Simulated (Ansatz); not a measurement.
# Worked example: GeH3(SH) + C2H4Si → SiH3(GeH3) + C2H2S

Species: GeH3(SH), singlet; C2H4Si (ethynylsilane) `C#C[SiH3]`, singlet; SiH3(GeH3), singlet; C2H2S (ethynethiol) `C#CS`, singlet. The partners trade SH for SiH3: Ge–SH and C–SiH3 bonds give way to Ge–SiH3 and C–SH.

Shapes, held fixed at every level: PBE0-D4/def2-TZVP. Programs: Ansatz 0.2.0. The zero-point and thermal change to 298 K, harmonic and unscaled (PBE0-D4/def2-TZVP), is -2.2 kJ/mol.

At CCSD(T)/def2-TZVPP; 1 Eh = 2625.50 kJ/mol:

```
   species   energy (Eh)
  GeH3(SH)  -2475.752636
    C2H4Si   -367.457166
SiH3(GeH3)  -2368.247189
     C2H2S   -474.922789
```

Problem. Work out ΔH(298 K) of the reaction at this level.

Solution. 
1. Products less reactants: (-2368.247189) + (-474.922789) − [(-2475.752636) + (-367.457166)] = 0.039824 Eh = +104.6 kJ/mol.
2. With the thermal change: +104.6 + (-2.2) = +102.4 kJ/mol.

Other levels give +71.2 (SPW92/def2-TZVPP) to +120.4 kJ/mol (HF/def2-TZVPP). No measured value is set beside it here. Relativity is left out for Ge unless named. Correlated rows may include outer-core shells of Ge, which these sets cover unevenly.
